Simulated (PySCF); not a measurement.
## Field gradients at the hydrogen positions

Species: CH₁₃NOSi₄.
Geometry (PBE0-D3(BJ)/def2-SVP, Å), atoms numbered from 1 in this order:
```xyz
20
CH13NOSi4 angstrom
C     -1.7225    2.2972    0.3061
O     -1.3681    1.1524    1.0301
Si    -0.3377   -0.0199    0.4052
Si    -1.1009   -0.9139   -1.6398
Si    -0.2316   -1.7390    1.9887
Si     1.8358    0.7280   -0.1004
N      2.4958   -0.6229   -0.9779
H     -2.3938    2.9133    0.9235
H     -0.8428    2.9129    0.0388
H     -2.2556    2.0481   -0.6315
H     -2.5779   -1.1603   -1.5933
H     -0.8150    0.0055   -2.7853
H     -0.4151   -2.2195   -1.8880
H     -1.5458   -2.4322    2.1539
H      0.2254   -1.2257    3.3164
H      0.7717   -2.7409    1.4999
H      1.8082    1.8943   -1.0393
H      2.5984    1.1783    1.1156
H      2.4906   -1.5427   -0.5497
H      3.3300   -0.5003   -1.5419
```

Level: PBE0/pcSseg-1 (PySCF, non-relativistic); Q(2H) = 0.00286 b; rigid geometry, the same for H and D, with no vibrational averaging.

Task: Rank these positions by the coupling χzz of a deuteron there, largest first.
A. H19 (N–H hydrogen)
B. H15 (Si–H hydrogen)
C. H18 (Si–H hydrogen)
D. H8 (methyl hydrogen)
E. H10 (methyl hydrogen)

Result: A (274 kHz), D (191 kHz), E (183 kHz), B (95 kHz), C (90 kHz).

Task: Tabulate Vzz, the asymmetry η and χzz = 234.96 MHz × Q × Vzz for every hydrogen position.

Result: 
| atom | bonded to | bond length (Å) | Vzz (au) | η | χzz (kHz) |
| --- | --- | --- | --- | --- | --- |
| H8 | C1 | 1.101 | 0.2848 | 0.07 | 191 |
| H9 | C1 | 1.107 | 0.2732 | 0.09 | 184 |
| H10 | C1 | 1.107 | 0.2727 | 0.09 | 183 |
| H11 | Si4 | 1.498 | 0.1408 | 0.02 | 95 |
| H12 | Si4 | 1.496 | 0.1420 | 0.01 | 95 |
| H13 | Si4 | 1.496 | 0.1426 | 0.02 | 96 |
| H14 | Si5 | 1.495 | 0.1418 | 0.01 | 95 |
| H15 | Si5 | 1.495 | 0.1419 | 0.01 | 95 |
| H16 | Si5 | 1.500 | 0.1393 | 0.01 | 94 |
| H17 | Si6 | 1.498 | 0.1391 | 0.05 | 93 |
| H18 | Si6 | 1.504 | 0.1333 | 0.03 | 90 |
| H19 | N7 | 1.015 | 0.4075 | 0.18 | 274 |
| H20 | N7 | 1.014 | 0.4101 | 0.17 | 276 |

Task: Average by the element that carries the hydrogen.

Result: on C: 186 kHz over 3 positions, mean bond length 1.105 Å; on Si: 94 kHz over 8 positions, mean bond length 1.498 Å; on N: 275 kHz over 2 positions, mean bond length 1.014 Å.

Task: How does χzz go with the bond length over the 8 Si–H bonds?

Result: A straight-line fit has a slope of -6.2 kHz for each 0.01 Å, with a correlation coefficient of -0.95, over lengths from 1.495 to 1.504 Å. The longer bonds have the smaller couplings here.

The structure is a single PBE0-D3(BJ)/def2-SVP conformer in the gas phase; no vibrational or solvent corrections. The basis is small and wasn't made for field gradients, so the couplings can be 20 % off.
